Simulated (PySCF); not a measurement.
C2H6ClGa, SMILES [CH3][Ga]([CH3])[Cl].

Geometry: B3LYP-D3(BJ)/def2-SVP. The isomer is the one that the SMILES or the coordinates give; other isomers of the formula were not compared.

Calculation: B3LYP-D3(BJ)/def2-SVP (PySCF).

Frequencies are harmonic and unscaled.

Computed vibrational spectrum:
```tsv
mode	ν (cm⁻¹)	IR (km/mol)	moving atoms (share of kinetic energy)
1	28	0.0	H 99 %
2	39	0.4	H 97 %
3	144	2.4	C 51 %, H 32 %, Ga 12 %
4	144	6.4	Cl 32 %, C 32 %, H 18 %, Ga 18 %
5	148	3.0	Ga 39 %, C 28 %, H 25 %
6	388	47.7	Cl 69 %, Ga 26 %
7	535	15.2	C 72 %, H 19 %, Ga 8 %
8	600	43.4	C 56 %, Ga 26 %, H 18 %
9	634	0.0	H 86 %, C 14 %
10	715	15.1	H 82 %, C 17 %
11	738	43.3	H 78 %, C 19 %
12	775	77.8	H 77 %, C 21 %
13	1218	9.1	H 80 %, C 20 %
14	1219	0.9	H 82 %, C 18 %
15	1424	2.0	H 95 %
16	1427	0.0	H 95 %
17	1430	1.1	H 96 %
18	1431	4.9	H 95 %
19	3032	5.4	H 97 %
20	3034	1.3	H 97 %
21	3126	0.0	H 91 %, C 9 %
22	3126	5.3	H 91 %, C 9 %
23	3141	0.0	H 90 %, C 10 %
24	3141	13.2	H 90 %, C 10 %
```
